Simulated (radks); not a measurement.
Question: The mean radii <r> (bohr) of the occupied orbitals of an atom or ion are listed with their occupations. All-electron calculation, scalar-relativistic Kohn-Sham, PBE, spin-unpolarised, spherical densities, point nucleus. Program: a radial shooting solver on a logarithmic mesh with Libxc functionals.

| orbital | occ. | <r> |
|---|---|---|
| 1s | 2 | 0.01743 |
| 2s | 2 | 0.07360 |
| 2p | 6 | 0.06624 |
| 3s | 2 | 0.1904 |
| 3p | 6 | 0.1913 |
| 3d | 10 | 0.1733 |
| 4s | 2 | 0.4233 |
| 4p | 6 | 0.4505 |
| 4d | 10 | 0.4784 |
| 5s | 2 | 0.9777 |
| 4f | 14 | 0.5352 |
| 5p | 6 | 1.134 |
| 5d | 7 | 1.720 |
| 6s | 2 | 2.899 |

Name the element and its charge.

Answer: Z = 77, iridium, charge 0: Ir in [Xe] 4f14 5d7 6s2. The 1s radius gives Z: for a bare nucleus <r> = (2 gamma + 1)/(2Z) with gamma = sqrt(1 - (Z/c)^2), 0.01724 bohr for Z = 77, and screening makes it slightly larger (0.01743 here). The occupations add up to 77, and the charge is Z minus that.
